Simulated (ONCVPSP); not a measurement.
## What one change does to a pseudopotential (platinum (Pt), ONCV)

```json
{
  "Element": "platinum (Pt)",
  "Generator": "ONCVPSP 4.0.1",
  "Type": "optimised norm-conserving Vanderbilt (ONCV)",
  "Functional": "PBEsol",
  "Relativity": "scalar-relativistic",
  "Frozen core": "[Kr] 4d10 4f14",
  "Valence charge": "18",
  "Reference configuration": "5s2 5p6 5d9.5 6s0.5",
  "Partial waves": "5s+6s: rc 1.60 bohr, ncon 4, nbas 8, qcut 8.2 1/bohr, 2 projectors; 5p: rc 1.05 bohr, ncon 5, nbas 9, qcut 6.5 1/bohr, 2 projectors, debl 1.1 Ha; 5d: rc 2.35 bohr, ncon 4, nbas 9, qcut 6.3 1/bohr, 2 projectors, debl 2.4 Ha",
  "Local potential": "polynomial inside 0.85 bohr (lpopt 5, dvloc0 0 Ha)",
  "Core correction": "none"
}
```

In the p channel the program set the typed energies aside and used -2.016, 0.250 Ha.

Change: d: rc 3.14.

Cutoffs: the cutoffs (Ha) at which the residual kinetic energy of the hardest occupied pseudo-wave falls to 1 and 0.1 mHa per electron; they do not see the model core or the augmentation charge, which bear on the density cutoff. Errors are all-electron minus pseudo energies relative to the spin-unpolarised reference configuration.

How do hardness, ghosts and transferability respond?

The potential gets neither clearly harder nor softer (182 Ha and 224 Ha → 182 Ha and 224 Ha); both files keep a bound ghost (s); of the 4 tests that both files solve, the error grows in 4 and shrinks in 0 by more than 15 % and 0.3 meV (median size 3.6 → 34.3 meV). More of the atom is replaced by a form fitted at one configuration, so other configurations suffer.

| quantity | base | changed |
| --- | --- | --- |
| cutoff, loose | 182 Ha | 182 Ha |
| cutoff, tight | 224 Ha | 224 Ha |
| loose cutoff by channel | s 24 Ha, p 182 Ha, d 15 Ha | s 24 Ha, p 182 Ha, d 12 Ha |
| bound ghosts | s | s |
| GHOST(+) flags under 300 eV | p at 206.4 eV, d at 212.2 eV | p at 206.4 eV, d at 231.4 eV |
| error for 5s2 5p6 5d9 6s1, meV [ΔE 0.12 eV] | +3.7 | +13 |
| error for 5s2 5p6 5d9 6s0, meV [ΔE 9.34 eV] | -1.5 | -2.8 |
| error for 5s2 5p6 5d8 6s0, meV [ΔE 29.34 eV] | +3.6 | +56 |
| error for 5s2 5p6 5d8 6s2, meV [ΔE 1.11 eV] | +26 | +124 |
| s: phases at 1.62 bohr within 0.05 rad from the reference energy up to (Ha; the scan ends near 5) | to the end of the scan | to the end of the scan |
| p: phases at 1.07 bohr within 0.05 rad from the reference energy up to (Ha; the scan ends near 5) | to the end of the scan | to the end of the scan |

 A true bound ghost makes a file unfit for plane-wave use even where its test errors are small: the radial tests pick states by their node count and pass the ghost by.
